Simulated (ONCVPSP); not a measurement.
## u(r) = r·R(r): atom against pseudo-atom (Ni (Z = 28))

Columns: radius, all-electron u(r) and pseudo u(r) of the 3s shell (level -111.06 eV) of nickel in the configuration [Ne] 3s2 3p6 3d8 4s2; PBE, scalar-relativistic, ONCV scheme, ONCVPSP 4.0.1.

| r (bohr) | all-electron | pseudo |
| --- | --- | --- |
| 0.082 | -0.1468 | 0.1989 |
| 0.165 | -0.6925 | 0.4015 |
| 0.248 | -0.3761 | 0.6025 |
| 0.330 | 0.2230 | 0.7915 |
| 0.413 | 0.7579 | 0.9606 |
| 0.495 | 1.1028 | 1.0917 |
| 0.578 | 1.2687 | 1.1746 |
| 0.660 | 1.2963 | 1.2000 |
| 0.742 | 1.2370 | 1.1707 |
| 0.825 | 1.1274 | 1.0945 |
| 0.908 | 0.9959 | 0.9858 |
| 0.990 | 0.8621 | 0.8609 |
| 1.072 | 0.7342 | 0.7341 |
| 1.155 | 0.6165 | 0.6164 |
| 1.238 | 0.5126 | 0.5125 |
| 1.320 | 0.4241 | 0.4240 |
| 1.402 | 0.3487 | 0.3486 |
| 1.485 | 0.2847 | 0.2846 |
| 1.568 | 0.2314 | 0.2314 |
| 1.650 | 0.1880 | 0.1880 |
| 1.733 | 0.1519 | 0.1519 |
| 1.815 | 0.1228 | 0.1228 |
| 1.898 | 0.0988 | 0.0988 |
| 1.980 | 0.0796 | 0.0796 |
| 2.062 | 0.0640 | 0.0640 |
| 2.145 | 0.0513 | 0.0512 |

Q: How many radial nodes do the two functions have?

A: The all-electron 3s function has n − l − 1 = 2 (the table is too coarse to show those close to the nucleus); the pseudo-wave has 0, since the states of the same l below it are removed with the core.

Q: At about which radius was the pseudo-wave matched?

A: 1.05 bohr, where the columns begin to agree (steps of 0.08 bohr).

Q: Is the pseudo-wave norm-conserving?

A: Yes: the ONCV scheme keeps the norm inside the radius equal to the all-electron one, which fixes the energy derivative of the logarithmic derivative at the level.
